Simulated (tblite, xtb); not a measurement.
C₂H₃N₃, triplet, geometry from GFN2-xTB (a higher spin typed on purpose: for a closed-shell molecule this is an excited state). Base run: GFN1-xTB in xtb.

xtb was given this input:
```
$ xtb mol.xyz --gfn 1 --uhf 2 --json

# file mol.xyz
8

C      1.17101317     0.00475057    -0.09247031
N      0.44636478     1.08338049    -0.11598651
C     -0.85666527     0.74776666     0.09263815
N     -0.94222099    -0.66666020     0.20744920
N      0.37784307    -1.08306690     0.01405913
H      2.22920053    -0.05749973    -0.21574880
H     -1.68090099     1.38200876    -0.14596717
H     -1.60829484    -1.17518597    -0.37794388
```

Programs used: tblite, xtb; a row that names a program was run with it.

Each row names what was changed in the base input (with any setting that the change needs).

```
change                                                      ΔE vs base (mEh)  dipole (D)  G_solv (kcal/mol)  SCF cycles
----------------------------------------------------------  ----------------  ----------  -----------------  ----------
base                                                                   0.000        1.86                  -          15
gbsa = toluene                                                        -5.791        1.97              -3.72          15
program = tblite; method = gfn1; option = (--alpb, water)             -9.482           -                  -           -
alpb = water                                                         -10.517        2.19              -7.54          16
acc = 0.1                                                              0.000        1.86                  -          17
acc = 0.0001                                                           0.000        1.86                  -          20
program = tblite; method = gfn1; option = --spin-polarized           -13.232           -                  -           -
alpb = ch2cl2                                                        -10.631        2.06              -7.04          15
program = tblite; method = gfn1; option = (--guess, eeq)               0.000           -                  -           -
etemp = 3000                                                         -12.278        1.90                  -          10
```

ALPB and GBSA are two models with their own fitted parameters for each solvent, which aren't always the measured dielectric constant.
